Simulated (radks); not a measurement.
Task: The mean radii <r> (bohr) of the occupied orbitals of an atom or ion are listed with their occupations. All-electron calculation, scalar-relativistic Kohn-Sham, r2SCAN, spin-unpolarised, spherical densities, finite nucleus; meta-GGA in the generalised Kohn-Sham scheme; Fermi nuclear charge, rms radius of each element as measured or else 0.836 A^(1/3) + 0.57 fm. Program: a radial shooting solver on a logarithmic mesh with Libxc functionals.

orbital  occ.      <r>
1s          2  0.01932
2s          2  0.08182
2p          6  0.07292
3s          2   0.2124
3p          6   0.2121
3d         10   0.1925
4s          2   0.4782
4p          6   0.5079
4d         10   0.5479
5s          2    1.170
5p          6    1.374
4f         14   0.7172
6s          1    3.111

Name the element and its charge.

Result: Z = 71, lutetium, charge +2: Lu2+ in [Xe] 4f14 6s1. The 1s radius gives Z: for a bare nucleus <r> = (2 gamma + 1)/(2Z) with gamma = sqrt(1 - (Z/c)^2), 0.01909 bohr for Z = 71, and screening makes it slightly larger (0.01932 here). The occupations add up to 69, and the charge is Z minus that.
